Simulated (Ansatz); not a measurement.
`O[SiH](O)/C=[CH]\[GeH3]` at its PBE0-D4/def2-TZVP geometry, where that method's forces vanish. Total charge 0; spin multiplicity 1.

```
atom   x (Å)   y (Å)   z (Å)
  O1  -1.484  -0.657  -0.638
 Si2   0.000  -1.365  -0.560
  O3  -0.072  -2.908  -0.011
  C4   1.032  -0.478   0.692
  C5   0.933   0.813   1.017
 Ge6  -0.280   2.147   0.266
  H7  -1.804  -0.404  -1.504
  H8   0.575  -1.338  -1.936
  H9  -0.543  -3.556  -0.536
 H10   1.782  -1.077   1.212
 H11   1.604   1.205   1.782
 H12  -1.669   2.092   0.917
 H13  -0.416   1.997  -1.258
 H14   0.341   3.528   0.557
```

(1) For each bond, give half the difference of the two atoms' forces along it (eV/Å; positive pushes the atoms apart) under PBE-D4, r2SCAN-D4, B3LYP-D4, ωB97M-V in def2-TZVPP. (Estimate.)

## Answers

(1) Ansatz gave: 
| bond | length (Å) | PBE-D4 | r2SCAN-D4 | B3LYP-D4 | ωB97M-V |
| --- | --- | --- | --- | --- | --- |
| O1–Si2 | 1.646 | 0.28 | 0.06 | 0.13 | 0.12 |
| O1–H7 | 0.958 | 0.32 | 0.02 | -0.03 | -0.05 |
| Si2–O3 | 1.639 | 0.27 | 0.05 | 0.10 | 0.12 |
| Si2–C4 | 1.849 | -0.19 | -0.09 | -0.01 | 0.01 |
| Si2–H8 | 1.491 | -0.05 | -0.05 | -0.13 | -0.19 |
| O3–H9 | 0.958 | 0.33 | 0.01 | -0.03 | -0.06 |
| C4–C5 | 1.335 | 0.35 | 0.22 | 0.04 | 0.00 |
| C4–H10 | 1.091 | 0.06 | -0.02 | -0.09 | -0.07 |
| C5–Ge6 | 1.953 | -0.08 | -0.01 | 0.16 | 0.10 |
| C5–H11 | 1.090 | 0.04 | -0.05 | -0.13 | -0.07 |
| Ge6–H12 | 1.535 | 0.08 | -0.04 | -0.03 | -0.09 |
| Ge6–H13 | 1.538 | 0.06 | -0.05 | -0.02 | -0.07 |
| Ge6–H14 | 1.541 | 0.06 | -0.06 | -0.04 | -0.08 |

B3LYP here is the variant with VWN-RPA as its local correlation; programs differ in this.
